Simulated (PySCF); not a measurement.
## Ge⁺: ionisation energy

Ge⁺ [Ar] 3d10 4s2 4p1 (2P) → Ge²⁺ [Ar] 3d10 4s2 (1S), as a difference of total energies. Computed with PySCF 2.14 in cc-pVTZ-DK (6s5p3d1f, 43 functions), with scalar relativity by spin-free X2C-1e. Correlated levels: valence: [Ar] 3d10 frozen. The calculations carry no spin-orbit coupling.

```
           method  ionisation energy (eV)  error (eV)
              UHF                  15.246      -0.543
              PBE                  15.760      -0.029
             TPSS                  15.797      +0.008
    MP2 (valence)                  15.483      -0.306
SCS-MP2 (valence)                  15.470      -0.319
   CCSD (valence)                  15.555      -0.234
CCSD(T) (valence)                  15.576      -0.213
```

Reference: 15.789 eV (measured; NIST levels, between the centres of gravity of the two terms).

Errors of the correlated levels include the incompleteness of this basis and the frozen core.
